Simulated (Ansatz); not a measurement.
Ansatz (an electronic-structure program) input:

Ansatz 0.2 input:
```yaml
crystal:
  periodic: [false, false, false]
  atoms:
    - {symbol: B, position_ang: [-0.01049030, -0.01858023, -0.00215015]}
    - {symbol: C, position_ang: [0.30878618, 1.51744915, 0.18510642]}
    - {symbol: O, position_ang: [-1.26763648, -0.54728946, -0.04670678]}
    - {symbol: C, position_ang: [-2.44406678, 0.23117027, 0.07140545]}
    - {symbol: O, position_ang: [0.97490848, -0.95548907, -0.13683678]}
    - {symbol: C, position_ang: [2.34994507, -0.62131328, -0.11874164]}
    - {symbol: H, position_ang: [0.89505680, 1.89597293, -0.65771256]}
    - {symbol: H, position_ang: [-0.57477434, 2.14722632, 0.27947724]}
    - {symbol: H, position_ang: [0.92510562, 1.67851801, 1.07479428]}
    - {symbol: H, position_ang: [-3.29328020, -0.44713334, 0.00099730]}
    - {symbol: H, position_ang: [-2.48917882, 0.74891589, 1.03319229]}
    - {symbol: H, position_ang: [-2.51976907, 0.97028895, -0.73053113]}
    - {symbol: H, position_ang: [2.91459916, -1.54402723, -0.24434916]}
    - {symbol: H, position_ang: [2.60898232, 0.06136030, -0.93282634]}
    - {symbol: H, position_ang: [2.63954722, -0.15982936, 0.82943587]}
basis:
  gaussian:
    orbitals: def2-TZVPD
hamiltonian:
  xc: {name: PBE}
magnetization: {spin_polarized: true, initial_magnetization: 2}
```

**Question.** What final total energy does it print?

**Answer.** -294.62967 Eh (PBE/def2-TZVPD). The basis has 309 functions.

This state (charge 0, triplet) is run at the relaxed geometry of the species with charge 0 and multiplicity 1, and is a spin state other than that species' own.
